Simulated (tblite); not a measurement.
Compound: C2H13FO2Si4.
Atom-mapped SMILES: `[CH3:1][CH2:2][Si@@H:3]([OH:4])[Si@:5]([F:6])([SiH3:7])[O:8][SiH3:9]` (hydrogens: H10, H11, H12 on C1; H13, H14 on C2; H15 on Si3; H16 on O4; H17, H18, H19 on Si7; H20, H21, H22 on Si9)

Structure optimised with GFN2-xTB, isolated species.

What internal coordinates does the optimisation give?

```tsv
bond	length (bohr)	order
C1–C2	2.881	single
C2–Si3	3.613	single
Si3–O4	3.092	single
Si3–Si5	4.335	single
Si5–F6	3.082	single
Si5–Si7	4.379	single
Si5–O8	3.078	single
O8–Si9	3.054	single
C1–H10, C1–H11, C1–H12	2.057	single
C2–H13	2.064	single
C2–H14	2.059	single
Si3–H15	2.799	single
O4–H16	1.803	single
Si7–H17, Si7–H18, Si7–H19	2.779	single
Si9–H20, Si9–H21, Si9–H22	2.762	single
```

Bonds in one row agree within 0.02 bohr and their mean is given. Orders are formal, as drawn. A selection of angles:
```tsv
angle	degrees
C1–C2–Si3	112.4
C2–Si3–O4	109.9
C2–Si3–Si5	113.3
O4–Si3–Si5	99.9
Si3–Si5–F6	105.2
Si3–Si5–Si7	127.8
Si3–Si5–O8	107.4
F6–Si5–Si7	106.7
F6–Si5–O8	100.4
Si7–Si5–O8	106.1
Si5–O8–Si9	155.0
H16–O4–Si3	122.1
```

Dihedral angles: C1–C2–Si3–O4 52° (synclinal); C2–Si3–Si5–F6 70° (synclinal); Si3–Si5–O8–Si9 39° (synclinal); H16–O4–Si3–C2 -52° (synclinal).

Si7 (SiH3 silicon) is distorted tetrahedral (angles from 105.7° to 115.4°). Si3 (oxygen-bound silicon) is distorted tetrahedral (angles from 99.9° to 120.3°). Of the pairs four or more bonds apart, H12···H16 is among the closest relative to their van der Waals radii: 2.50 Å, 104 % of the sum of Bondi's values. O8 (siloxane oxygen) is bent (angle 155.0°). The 2 Si–Si bonds span 2.294 Å (Si3–Si5, drawn single) to 2.317 Å (Si5–Si7, drawn single), a spread of 0.023 Å. Si9 (oxygen-bound silicon) is distorted tetrahedral (angles from 104.6° to 112.9°). The 3 O–Si bonds span 1.616 Å (O8–Si9, drawn single) to 1.636 Å (Si3–O4, drawn single), a spread of 0.020 Å.

Point group: C1 (no symmetry element, even within 0.4 Å). GFN2-xTB frequencies show an imaginary mode (26i cm⁻¹), so the point is no minimum at that level. Torsions: C1–C2–Si3–O4 52°, C2–Si3–O4–H -52°, C2–Si3–Si5–F6 70°, Si3–Si5–O8–Si9 39°. 3 starts were optimised and ended at 0.00, 0.29 and 1.89 kcal/mol (GFN2-xTB); the lowest of these is shown.

All values are computed, not measured.
